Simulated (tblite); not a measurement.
C3H6B2Cl2O.
SMILES with atom numbers: `[Cl:1][B:2]([Cl:3])[B:4]1[CH2:5][CH2:6][O:7][CH2:8]1` (hydrogens: H9, H10 on C5; H11, H12 on C6; H13, H14 on C8)

Computed with GFN2-xTB (tblite), gas phase: L-BFGS steps from a force-field or distance-geometry start until the largest atomic force falls under 0.01 eV/Å.

Step 18: E = -684.1820 eV
```
atom  x, y, z in Å  |  force x, y, z in eV/Å
Cl1     2.8783    0.1455    1.6519   -0.010  -0.002  -0.054
B2      2.3210   -0.0376    0.0064    0.044  -0.010   0.096
Cl3     3.5776   -0.2690   -1.1625   -0.254   0.025   0.058
B4      0.6748    0.0424   -0.1623    0.075   0.063  -0.115
C5     -0.4089   -1.1035   -0.0332    0.005   0.020   0.075
C6     -1.7616   -0.3605    0.0071    0.061   0.062  -0.059
O7     -1.5653    0.9475   -0.4907    0.150  -0.086   0.046
C8     -0.2280    1.3501   -0.2027   -0.099  -0.024   0.032
H9     -0.2789   -1.6788    0.8823    0.048  -0.159  -0.035
H10    -0.3846   -1.8141   -0.8611    0.065   0.035   0.032
H11    -2.1344   -0.3120    1.0399    0.002   0.017   0.031
H12    -2.5142   -0.8380   -0.6172   -0.139   0.011  -0.040
H13    -0.1864    1.7750    0.8219    0.002   0.070  -0.118
H14     0.0099    2.1526   -0.9022    0.050  -0.022   0.051
```

Step 19: E = -684.1879 eV
```
atom  x, y, z in Å  |  force x, y, z in eV/Å
Cl1     2.8986    0.1438    1.6575   -0.002   0.003  -0.041
B2      2.3220   -0.0347    0.0193   -0.026  -0.015   0.115
Cl3     3.5579   -0.2690   -1.1659   -0.202   0.020   0.028
B4      0.6738    0.0439   -0.1445    0.044   0.095  -0.138
C5     -0.4096   -1.1050   -0.0298    0.008   0.047   0.048
C6     -1.7629   -0.3612    0.0076    0.067   0.018  -0.033
O7     -1.5669    0.9452   -0.4956    0.175  -0.086   0.099
C8     -0.2314    1.3535   -0.2035   -0.014  -0.074   0.021
H9     -0.2872   -1.6957    0.8784    0.037  -0.146  -0.104
H10    -0.3807   -1.7949   -0.8770    0.081   0.030   0.098
H11    -2.1315   -0.3149    1.0434   -0.006   0.050  -0.016
H12    -2.5151   -0.8463   -0.6142   -0.110   0.061  -0.010
H13    -0.1859    1.7904    0.8177   -0.052   0.059  -0.176
H14     0.0182    2.1445   -0.9156    0.002  -0.063   0.109
```

Step 20: E = -684.1948 eV
```
atom  x, y, z in Å  |  force x, y, z in eV/Å
Cl1     2.9203    0.1421    1.6631    0.019   0.010   0.004
B2      2.3222   -0.0318    0.0358   -0.120  -0.012   0.115
Cl3     3.5310   -0.2686   -1.1694   -0.112   0.008  -0.029
B4      0.6736    0.0469   -0.1273   -0.012   0.080  -0.113
C5     -0.4094   -1.1060   -0.0254    0.021   0.055   0.004
C6     -1.7636   -0.3623    0.0077    0.053  -0.050   0.017
O7     -1.5661    0.9415   -0.5000    0.133  -0.057   0.111
C8     -0.2345    1.3559   -0.2043    0.103  -0.108  -0.002
H9     -0.2950   -1.7173    0.8721    0.027  -0.103  -0.171
H10    -0.3745   -1.7729   -0.8924    0.094   0.019   0.148
H11    -2.1282   -0.3171    1.0468   -0.014   0.078  -0.066
H12    -2.5182   -0.8540   -0.6110   -0.044   0.121   0.033
H13    -0.1859    1.8086    0.8102   -0.101   0.047  -0.189
H14     0.0279    2.1345   -0.9281   -0.048  -0.087   0.137
```

Step 21: E = -684.2032 eV
```
atom  x, y, z in Å  |  force x, y, z in eV/Å
Cl1     2.9466    0.1402    1.6692    0.043   0.016   0.062
B2      2.3207   -0.0286    0.0573   -0.190  -0.007   0.092
Cl3     3.4970   -0.2679   -1.1734   -0.017  -0.007  -0.087
B4      0.6736    0.0515   -0.1089   -0.069   0.012  -0.045
C5     -0.4086   -1.1062   -0.0201    0.041   0.029  -0.045
C6     -1.7634   -0.3644    0.0082    0.024  -0.106   0.074
O7     -1.5631    0.9361   -0.5030    0.036  -0.007   0.077
C8     -0.2363    1.3566   -0.2054    0.199  -0.110  -0.024
H9     -0.3037   -1.7450    0.8611    0.025  -0.037  -0.218
H10    -0.3654   -1.7467   -0.9075    0.104   0.000   0.164
H11    -2.1249   -0.3182    1.0496   -0.021   0.094  -0.091
H12    -2.5231   -0.8604   -0.6066    0.040   0.171   0.073
H13    -0.1880    1.8313    0.7974   -0.130   0.034  -0.148
H14     0.0380    2.1213   -0.9401   -0.083  -0.084   0.116
```

Problem. Estimate the geometry and energy of step 22. (The exact step hangs on the optimiser's Hessian estimate; all steps are aligned on step 21, rigid shifts and turns removed.)

Solution. E = -684.2127 eV, largest force 0.237 eV/Å
```
atom  x, y, z in Å  |  force x, y, z in eV/Å
Cl1     2.9814    0.1378    1.6766    0.054   0.020   0.097
B2      2.3167   -0.0251    0.0849   -0.179  -0.008   0.048
Cl3     3.4573   -0.2671   -1.1787    0.034  -0.015  -0.107
B4      0.6729    0.0569   -0.0856   -0.100  -0.088   0.039
C5     -0.4072   -1.1056   -0.0146    0.052  -0.029  -0.081
C6     -1.7624   -0.3682    0.0102   -0.008  -0.111   0.108
O7     -1.5588    0.9292   -0.5045   -0.074   0.045   0.014
C8     -0.2357    1.3549   -0.2071    0.212  -0.069  -0.026
H9     -0.3147   -1.7796    0.8429    0.035   0.039  -0.231
H10    -0.3527   -1.7150   -0.9233    0.110  -0.025   0.142
H11    -2.1223   -0.3176    1.0517   -0.027   0.093  -0.069
H12    -2.5284   -0.8648   -0.5999    0.111   0.190   0.087
H13    -0.1942    1.8600    0.7784   -0.132   0.018  -0.067
H14     0.0474    2.1036   -0.9532   -0.087  -0.058   0.047
```

The energy changes by -0.0096 eV. The first-order estimate −F·Δx gives -0.0130 eV and the mean of the old and new forces, exact on a quadratic surface, -0.0096 eV. The step makes an angle of 77° with the force vector and moves no atom by more than 0.041 Å.

The cost below is that of the whole relaxation. Time: 0.64 s wall. Hardware: Arm Neoverse N1, one thread, shared host.
